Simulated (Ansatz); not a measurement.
```yaml
crystal:
  periodic: [false, false, false]
  atoms:
    - {symbol: N, position_ang: [-1.197973, 0.872909, 0.380207]}
    - {symbol: V, position_ang: [0.053329, 0.357721, -0.473950]}
    - {symbol: N, position_ang: [0.651500, -1.062640, 0.465015]}
    - {symbol: F, position_ang: [-0.427936, -0.124895, -2.077639]}
    - {symbol: F, position_ang: [1.288960, 1.580752, -0.591253]}
    - {symbol: H, position_ang: [-2.003803, 1.335119, 0.780487]}
    - {symbol: H, position_ang: [1.454356, -1.536226, 0.188507]}
    - {symbol: H, position_ang: [1.454356, -1.586226, 0.138507]}
basis:
  gaussian: {orbitals: "6-31G*"}
hamiltonian: {xc: {name: B97}}
scf: {lower_state_search: light}
output: {forces: true}
```

```sh
$ ansatz run in.yaml --threads 4 --pin off --events-out ev --progress --plain --max-ram 10444MiB
```

Shortened log:

```
Functional definition: B97
1006 factors; integrals over basis functions are off by at most 8.0e-4 eV
mean field evaluation 1: about -33956.5415 eV, gradient 1.1e2 eV
mean field evaluation 2: about -33466.3918 eV, gradient 4.9e2 eV
mean field evaluation 4: about -33964.8693 eV, gradient 8.3e1 eV
mean field evaluation 8: about -33977.6171 eV, gradient 2.8e0 eV
mean field evaluation 16: about -33977.9397 eV, gradient 1.9e-2 eV
mean field -33977.93966641 eV, -1248.6662516657 hartree, gradient 8.1e-5 eV, S^2 0.000000; 0 other end points of the search recorded, 0 dependent functions left out
reference -33977.93971536 eV, -1248.6662534647 hartree; 29, 29 occupied and 73, 73 virtual orbitals, 1006 factors
Total energy: -33977.93971536 eV, -1248.6662534647 hartree
Atom 0 at    -1.197973     0.872909     0.380207 Å, force    -0.170812    -0.322315     0.549257 eV/Å
Atom 1 at     0.053329     0.357721    -0.473950 Å, force     1.025083     0.590415    -1.799373 eV/Å
Atom 2 at     0.651500    -1.062640     0.465015 Å, force    -9.564662     4.465183     5.316082 eV/Å
Atom 3 at    -0.427936    -0.124895    -2.077639 Å, force     0.062761     0.107207     0.142441 eV/Å
Atom 4 at     1.288960     1.580752    -0.591253 Å, force    -0.160329    -0.120735    -0.038808 eV/Å
Atom 5 at    -2.003803     1.335119     0.780487 Å, force    -0.226255     0.157134     0.076323 eV/Å
Atom 6 at     1.454356    -1.536226     0.188507 Å, force     4.597163  2016.403706  2016.910640 eV/Å
Atom 7 at     1.454356    -1.586226     0.138507 Å, force     4.437051 -2021.280596 -2021.156562 eV/Å
Dipole moment:     0.061238    -0.155406     0.121241 e Å
```

**Question.** What is wrong with this run?

**Answer.** One atom was put on top of another. The run converged. The result belongs to that input, not to the molecule as meant.
